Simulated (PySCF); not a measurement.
Al(Me)(vinyl)(OH) (C3H7AlO), SMILES C=[CH][Al]([CH3])[OH].

Coordinates come from a PBE0-D3(BJ)/def2-SVP optimisation. The structure was generated by enumeration; whether it is a known compound was not checked. One conformer was computed; it need not be the lowest.

Level of theory: TDA-PBE/def2-SVPD run with PySCF.

Vertical excitations. 

Task: List the lowest excited states. (An estimate is asked for; the answer gives what the named calculation found.)

Result: 
```tsv
state	energy (eV)	λ (nm)	f	main pairs
S1	4.73	262	0.000	HOMO→LUMO 99 %
S2	5.66	219	0.003	HOMO−3→LUMO 98 %
S3	5.67	219	0.018	HOMO−2→LUMO 71 %, HOMO−1→LUMO 23 %
S4	5.75	216	0.078	HOMO→LUMO+1 95 %
S5	5.99	207	0.006	HOMO−1→LUMO+1 100 %
S6	6.35	195	0.182	HOMO−1→LUMO 50 %, HOMO−1→LUMO+3 27 %, HOMO−2→LUMO 18 %
S7	6.42	193	0.001	HOMO−4→LUMO 86 %
S8	6.68	186	0.058	HOMO→LUMO+2 89 %
S9	6.70	185	0.045	HOMO−2→LUMO+1 76 %, HOMO→LUMO+3 23 %
S10	6.78	183	0.035	HOMO−3→LUMO+1 87 %
T1	4.10	302	0	HOMO−1→LUMO 93 %
T2	4.32	287	0	HOMO→LUMO 99 %
T3	5.40	230	0	HOMO−2→LUMO 95 %
T4	5.45	228	0	HOMO→LUMO+1 99 %
```
Triplets are in the Tamm–Dancoff approximation.
